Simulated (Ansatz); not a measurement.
H4OSSeSi, SMILES [SiH3]O[Se]S.

Geometry: PBE0-D3(BJ)/def2-SVP. This is a generated structure with no PubChem entry under its InChIKey; it may be hypothetical. The values are those of a single conformer.

Two levels are set side by side: PBE/def2-SVPD (Ansatz, an electronic-structure program) and CAM-B3LYP/def2-SVPD (Ansatz). Energy differences of separate SCF runs at the same geometry; the states with an electron removed or added have multiplicity 2 and 2. Differences are taken from unrounded values.

```tsv
quantity	CAM-B3LYP	PBE	PBE minus CAM-B3LYP
vertical ionisation energy (eV)	9.18	8.85	-0.32
vertical singlet–triplet gap (eV)	3.34	3.11	-0.23
```
